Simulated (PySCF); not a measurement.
Ta(NH)(F)(OH)2 (FH3NO2Ta), SMILES [NH]=[Ta]([OH])([OH])[F], multiplicity 1.

Coordinates come from a B3LYP-D3(BJ)/def2-SVP optimisation. The multiplicity is an assumed one; no other spin state was optimised. The structure was generated by enumeration; whether it is a known compound was not checked. The def2 effective core potentials stand for the cores of Ta; spin–orbit coupling is left out. The values are those of a single conformer.

Calculation: TDA-PBE/def2-SVPD (PySCF).

Vertical excitations. The molecule is in vacuum. State labels are in the subgroup Cs.

Computed excitation energies, oscillator strengths and character:
| state | symmetry | energy (eV) | λ (nm) | f | main pairs |
|---|---|---|---|---|---|
| S1 | A" | 5.33 | 233 | 0.002 | HOMO→LUMO 91 % |
| S2 | A' | 5.54 | 224 | 0.023 | HOMO→LUMO+1 65 %, HOMO→LUMO+2 22 %, HOMO−1→LUMO 12 % |
| S3 | A" | 5.56 | 223 | 0.002 | HOMO−1→LUMO+1 90 % |
| S4 | A' | 5.61 | 221 | 0.002 | HOMO→LUMO+2 55 %, HOMO−1→LUMO 41 % |
| S5 | A" | 5.77 | 215 | 0.015 | HOMO−1→LUMO+2 94 % |
| S6 | A' | 5.80 | 214 | 0.024 | HOMO−1→LUMO 30 %, HOMO→LUMO+1 20 %, HOMO→LUMO+2 20 %, HOMO−1→LUMO+3 14 % |
| S7 | A" | 6.13 | 202 | 0.000 | HOMO→LUMO+3 98 % |
| S8 | A' | 6.36 | 195 | 0.007 | HOMO−1→LUMO+3 79 % |
| S9 | A' | 6.43 | 193 | 0.019 | HOMO→LUMO+4 89 % |
| S10 | A" | 6.45 | 192 | 0.014 | HOMO−1→LUMO+4 93 % |
| T1 | A' | 4.88 | 254 | 0 | HOMO−1→LUMO 58 %, HOMO→LUMO+1 29 % |
| T2 | A" | 5.06 | 245 | 0 | HOMO→LUMO 85 % |
| T3 | A' | 5.09 | 244 | 0 | HOMO→LUMO+1 61 %, HOMO−1→LUMO 35 % |
| T4 | A" | 5.36 | 231 | 0 | HOMO−1→LUMO+1 84 % |
Triplets are in the Tamm–Dancoff approximation.
